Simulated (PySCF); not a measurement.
## Steps of a relaxation of Dy(NH2)2

Dy(NH2)2 (singlet in the valence; each metal's 4f electrons, 10 of them, lie in its core potential, out of spins and levels; a saddle point, relaxed within its symmetry). PySCF 2.14.0, RKS PBE0, Dy lcecp-0-SVP with ECP56, N def2-SVP, H def2-SVP; non-relativistic Hamiltonian with scalar-relativistic core potentials where named; density fitting; no spin-orbit coupling. Origin of the start: template. Columns: position (Å) and force (eV/Å). Energies are counted from the last step; some of the 10 steps are shown. Forces carry noise of the integration grid, about 0.01 to 0.03 eV/Å.

Run from Python with OMP_NUM_THREADS=2. Where DIIS fails, smearing, a level shift and second-order steps follow.
It took 23 s on 2 threads of Arm Neoverse V1 (shared host), from the converged density of the start.

```xyz
7
step 0  E = 0.155 eV
Dy    0.0000    0.0000   -0.1653     0.00    0.00    0.97
N     2.1913    0.0000    0.8154    -1.31    0.00   -0.85
H     2.7298   -0.8300    1.0564     0.26    0.19    0.18
H     2.7298    0.8300    1.0564     0.26   -0.19    0.18
N    -2.1913    0.0000    0.8154     1.31    0.00   -0.85
H    -2.7298    0.8300    1.0564    -0.26   -0.19    0.18
H    -2.7298   -0.8300    1.0564    -0.26    0.19    0.18
```

```xyz
7
step 3  E = 0.002 eV
Dy    0.0000    0.0000   -0.1059     0.00    0.00    0.08
N     2.1478    0.0000    0.7507     0.00    0.00   -0.03
H     2.7013   -0.7966    1.0739    -0.02   -0.05    0.00
H     2.7013    0.7966    1.0739    -0.02    0.05    0.00
N    -2.1478    0.0000    0.7507     0.00    0.00   -0.03
H    -2.7013    0.7966    1.0739     0.02    0.05    0.00
H    -2.7013   -0.7966    1.0739     0.02   -0.05    0.00
```

```xyz
7
step 6  E = 0.000 eV
Dy    0.0000    0.0000   -0.0849     0.00    0.00    0.00
N     2.1543    0.0000    0.7473    -0.01    0.00   -0.01
H     2.7028   -0.8004    1.0704     0.01    0.00    0.00
H     2.7028    0.8004    1.0704     0.01    0.00    0.00
N    -2.1543    0.0000    0.7473     0.01    0.00   -0.01
H    -2.7028    0.8004    1.0704    -0.01    0.00    0.00
H    -2.7028   -0.8004    1.0704    -0.01    0.00    0.00
```

Question: Where does the relaxation end?

Answer: It converges at step 9 in C2v:
```xyz
7
step 9  E = 0
Dy    0.0000    0.0000   -0.0526
N     2.1685    0.0000    0.7498
H     2.7250   -0.7997    1.0610
H     2.7250    0.7997    1.0610
N    -2.1685    0.0000    0.7498
H    -2.7250    0.7997    1.0610
H    -2.7250   -0.7997    1.0610
```

Question: How did the contacts change?

Answer: 
| contact | start (Å) | end (Å) |
| --- | --- | --- |
| Dy1–N2 (NH2) | 2.401 | 2.312 |
| Dy1–N5 (NH2) | 2.401 | 2.312 |


An lcecp potential fixes the number of 4f electrons, so in runs with it no electron can move into or out of that shell; real Dy(II) is rare or takes another configuration.
